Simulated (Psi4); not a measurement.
**How methods differ on C2H7BO (SMILES BOCC)**

C2H7BO has 11 atoms, charge 0, and is taken as a singlet. SMILES: `BOCC`. The shape was relaxed beforehand at PBE0/def2-TZVP. This is one conformer, not always the lowest.

Each level gives the HOMO–LUMO gap (eV). The values are calculated.

```json
{"level": "PBE-D4/def2-TZVPP (density fitting)", "kind": "GGA", "program": "Psi4", "value (eV)": "5.73", "CPU time": "88 s"}
{"level": "r2SCAN-D4/def2-TZVPP (density fitting)", "kind": "meta-GGA", "program": "Psi4", "value (eV)": "6.45", "CPU time": "3.4 min"}
{"level": "B3LYP-D4/def2-TZVPP (density fitting)", "kind": "global hybrid", "program": "Psi4", "value (eV)": "7.75", "CPU time": "65 s"}
{"level": "PBE0-D4/def2-TZVPP (density fitting)", "kind": "global hybrid", "program": "Psi4", "value (eV)": "8.21", "CPU time": "86 s"}
{"level": "wB97M-V/def2-TZVPP (density fitting)", "kind": "range-separated hybrid", "program": "Psi4", "value (eV)": "12.43", "CPU time": "3.6 min"}
```

The values span 5.73 to 12.43 eV. Orbital gaps aren't excitation energies; they tend to grow with the share of exact exchange. CPU times are rough (shared hosts, several kinds of processor and program).
